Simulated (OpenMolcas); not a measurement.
Computed levels of 4s2 4p in ions with 31 electrons, in cm-1 above 2P* 1/2.

| Property | Result |
| --- | --- |
| Program | OpenMolcas 26.06 |
| Method | RASSCF |
| Basis | ANO-R3 |
| Scalar Hamiltonian | X2C, finite nucleus |
| Spin-orbit coupling | RASSI with atomic mean-field integrals over the reference wave functions, term energies averaged over their components |

Active space for each ion: 1 electron in 9 orbitals (RAS2 4p; RAS3 4d 5s, at most 1 electron).

| Level | Ga | Ge+ | Se3+ | Br4+ | Kr5+ |
| --- | --- | --- | --- | --- | --- |
| 2P* 3/2 | 705 | 1575 | 3925 | 5492 | 7364 |

Question: Estimate 2P* 3/2 for As2+ from its neighbours Ge+ and Se3+.

Answer: 2P* 3/2 is fine structure, which grows about as the fourth power of a screened charge, so the fourth roots are averaged: ((1575^0.25 + 3925^0.25) / 2)^4 = 2552. The calculation gives 2638, so the estimate is off by -3.3 %; the measured value is 2940 (Moore, Atomic Energy Levels, vol. II, NSRDS-NBS 35 (1971 reprint of NBS Circular 467, 1952)).

With one active electron the reference holds no correlation, so core polarisation is missing. No level of 4s2 4d was computed, though it lies in the active space (holds for Ga). Measured partners are found by configuration, term and J. A level has none where our copy of the source lacks it or the pairing is in doubt (some pairs that miss far off the trend of their configuration count as doubtful), and it then counts in no deviation. Levels of configurations outside the active space are missing.

* marks odd parity.
